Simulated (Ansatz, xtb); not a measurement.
## BrH2INOSi+: which of two isomers lies lower

Structure X: `NO[Si+](Br)I`, a singlet. Structure Y: `O/[NH+]=[Si](/Br)I`, a singlet. Both are isolated ions in the gas phase, relaxed with B3LYP-D3(BJ)/def2-SVP; the shapes shown needn't be the lowest conformers.

X (Å):

```yaml
atoms:
  - { symbol: Br, position_ang: [-3.6917, -2.4629, 2.1204] }
  - { symbol: I, position_ang: [-0.2575, -2.1542, 4.0826] }
  - { symbol: N, position_ang: [0.5426, -2.4227, 0.5652] }
  - { symbol: O, position_ang: [-0.9088, -2.4741, 0.6594] }
  - { symbol: Si, position_ang: [-1.5593, -2.3735, 2.1446] }
  - { symbol: H, position_ang: [0.7603, -3.2796, 0.0446] }
  - { symbol: H, position_ang: [0.6937, -1.6513, -0.0943] }
```

Y (Å):

```
atom    x (Å)    y (Å)   z (Å)
  Br  -0.8152  -5.0861  0.8300
   I  -4.0830  -2.8677  1.3799
   N  -0.8168  -1.8449  0.6869
   O  -1.3763  -0.5890  0.5389
  Si  -1.8009  -3.1835  0.9356
   H  -1.1070  -0.0723  1.3210
   H   0.1646  -1.9048  0.3963
```

Problem. Estimate E(Y) − E(X) at the level CCSD(T)/def2-SVP + ΔMP2/def2-TZVPP.

Solution. Calculated at CCSD(T)/def2-SVP + ΔMP2/def2-TZVPP: E(Y) − E(X) = +6.7 kcal/mol, so structure X lies lower.

The same difference at several levels:

```
                             level               geometry  E(Y) − E(X) (kcal/mol)  departure from the last row (kcal/mol)  job, with rough time for the two
                          GFN2-xTB               GFN2-xTB                     +10.2                                    +3.6              optimisation, 0.41 s
                         HF/STO-3G               GFN2-xTB                      −3.0                                    −9.6               single point, 1.4 s
                r2SCAN-D4/def2-SVP               GFN2-xTB                      +0.6                                    −6.0               single point, 6.9 s
             B3LYP-D3(BJ)/def2-SVP  B3LYP-D3(BJ)/def2-SVP                      +3.5                                    −3.1                optimisation, 69 s
                       HF/def2-SVP  B3LYP-D3(BJ)/def2-SVP                      +4.4                                    −2.3           part of the CCSD(T) run
                      MP2/def2-SVP  B3LYP-D3(BJ)/def2-SVP                      +4.4                                    −2.2           part of the CCSD(T) run
                  CCSD(T)/def2-SVP  B3LYP-D3(BJ)/def2-SVP                      +4.7                                    −2.0                      single point
CCSD(T)/def2-SVP + ΔMP2/def2-TZVPP  B3LYP-D3(BJ)/def2-SVP                      +6.7                                                        single point, 74 s
```

As drawn, Y has 1 N=Si, 1 O–H in place of 1 O–Si, 1 N–H.

HF/STO-3G puts the two in the other order. The largest departure from CCSD(T)/def2-SVP + ΔMP2/def2-TZVPP is that of HF/STO-3G, 9.6 kcal/mol. The last row adds to CCSD(T) the change of the MP2 difference between the two basis sets, here +2.0 kcal/mol.

With harmonic frequencies from B3LYP-D3(BJ)/def2-SVP (ideal gas, rigid rotor, one conformer each, 298.15 K, 1 atm): the zero-point term adds −0.2 kcal/mol; ΔH is +6.4 and ΔG +6.6 kcal/mol.

The correlated steps freeze 20 core orbitals; the filled d shell of Br and I is correlated, in a basis made for valence electrons. Atoms past krypton carry core potentials in the def2 sets, other sets are all-electron and non-relativistic, and no spin–orbit term is included. Mirror images aren't counted in ΔG. Programs: Ansatz 0.2.0, xtb 6.7.1; the last row on 2 threads of Arm Neoverse V1 on a shared host.
